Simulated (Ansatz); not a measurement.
The cluster Al₂O₆H₆. Charge 0, multiplicity 3. Geometry r2SCAN-D4/def2-SVP, that of the neutral singlet; atoms count from 1.

```xyz
14

Al    0.019   -0.971   -0.662
Al   -0.115    1.596    0.521
O    -1.619    2.407    0.563
O    -1.180   -1.838   -1.497
O     1.610   -1.542   -0.315
O     0.694   -0.687    2.050
O    -0.095    0.783   -1.174
O    -0.216   -0.215    1.022
H     1.394   -1.073    1.467
H     2.176   -2.132   -0.816
H    -1.396   -2.768   -1.404
H    -0.633    1.100   -1.910
H    -1.885    3.086    1.187
H     1.247    2.254    0.969
```

The structure holds one bond between oxygen atoms, so isomers without such links may lie far lower. At PBE0-D4/def2-TZVP a singlet of charge 0 lies 4.31 eV below the triplet at the same geometry. The structure comes from a short search, and lower isomers may exist.

(1) Estimate the Mulliken populations from the PBE0/def2-TZVP orbitals of Ansatz.

(2) Where does the spin sit?

(3) And the Mayer bond orders between heavy atoms (over 0.3)?

Results:

(1) 
```
atom  charge (e)  spin (α − β)
 Al1        0.65          0.03
 Al2        0.54          0.04
  O3       -0.58          0.00
  O4       -0.57          0.00
  O5       -0.64          0.00
  O6       -0.12          1.18
  O7       -0.46          0.01
  O8       -0.32          0.72
  H9        0.33          0.01
 H10        0.32          0.00
 H11        0.32          0.00
 H12        0.34          0.01
 H13        0.31          0.00
 H14       -0.12          0.00
```
Mulliken values depend strongly on the basis.

(2) Summed by element: Al 0.07, O 1.92, H 0.01, of 2 unpaired in all. Largest on single atoms: O6 1.18, O8 0.72, Al2 0.04.

(3) Al1–O4 1.19 (1.70 Å); Al1–O5 1.02 (1.73 Å); Al1–O7 0.71 (1.83 Å); Al1–O8 0.72 (1.86 Å); Al2–O3 1.16 (1.71 Å); Al2–O7 0.64 (1.88 Å); Al2–O8 0.65 (1.88 Å); O6–O8 0.60 (1.45 Å).
